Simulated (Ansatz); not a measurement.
`OB1CC1` and `[OH][Al]1[CH2][CH2]1` differ in one element.

Ansatz, PBE0-D4/def2-TZVP geometries, multiplicity 1. Each molecule was computed in one conformer, which needn't be the lowest.

```tsv
property	`OB1CC1`
LUMO energy (B3LYP/def2-TZVPP) / eV	-0.06
HOMO–LUMO gap (ωB97M-V/def2-TZVPP) / eV	11.30
size of the dipole moment (PBE/def2-TZVPP) / D	1.41
HOMO–LUMO gap (B3LYP/def2-TZVPP) / eV	6.78
size of the dipole moment (ωB97M-V/def2-TZVPP) / D	1.46
HOMO–LUMO gap (PBE/def2-TZVPP) / eV	4.84
```

(1) Give the same properties after the change, and the shifts. (Best estimate.)

## Answers

(1) Ansatz gave: 
| property | `[OH][Al]1[CH2][CH2]1` | shift |
| --- | --- | --- |
| LUMO energy (B3LYP/def2-TZVPP) / eV | -1.06 | -1.00 |
| HOMO–LUMO gap (ωB97M-V/def2-TZVPP) / eV | 8.95 | -2.35 |
| size of the dipole moment (PBE/def2-TZVPP) / D | 1.47 | 0.06 |
| HOMO–LUMO gap (B3LYP/def2-TZVPP) / eV | 4.67 | -2.11 |
| size of the dipole moment (ωB97M-V/def2-TZVPP) / D | 1.66 | 0.20 |
| HOMO–LUMO gap (PBE/def2-TZVPP) / eV | 3.16 | -1.68 |

With PBE0 the HOMO rises by 1.12 eV and the LUMO falls by 0.94 eV, so the gap narrows by about 2.06 eV. PBE moves the HOMO by 0.93 eV and ωB97M-V by 1.22 eV. Dipoles are sizes alone; their direction can turn.

B3LYP here is the variant with VWN-RPA as its local correlation; programs differ in this.
